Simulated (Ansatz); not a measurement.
The cluster Mg₂F₂⁺, relaxed as a doublet with UKS r2SCAN-D4/def2-TZVP in Ansatz, starting from the GFN2-xTB geometry. Force threshold 0.02 eV/Å.

The structure comes from a short search, and lower isomers may exist.

Start:

Cartesian coordinates in Å:
```
Mg -0.4660 1.2754 -0.5524
Mg 0.4473 -1.2079 0.5790
F 0.7132 -0.1223 -1.1363
F -0.6945 0.0548 1.1096
```

Estimate the energy that the relaxation releases and the steps that it takes.

6.0 kcal/mol, in 5 steps; 30 s on 4 threads of Intel Xeon on a shared host. No frequencies were taken in this run, so the end may be a saddle point.

Does the start keep its bonding and symmetry?

By distances, no bond broke or formed. The bond that changes most is Mg1–F4, from 2.07 to 1.89 Å (atoms count from 1). The end is the same structure that another start reached, the lowest one found. Point group Cs at the start, D2h at the end, both within 0.05 Å.

Predict the relaxed structure.


Cartesian coordinates in Å:
```
Mg -0.4885 1.2394 -0.5071
Mg 0.4882 -1.2395 0.5069
F 0.6860 -0.1494 -1.0262
F -0.6858 0.1495 1.0263
```
Bond lengths (bridged metal pairs left out): 4 × F–Mg 1.89 Å.
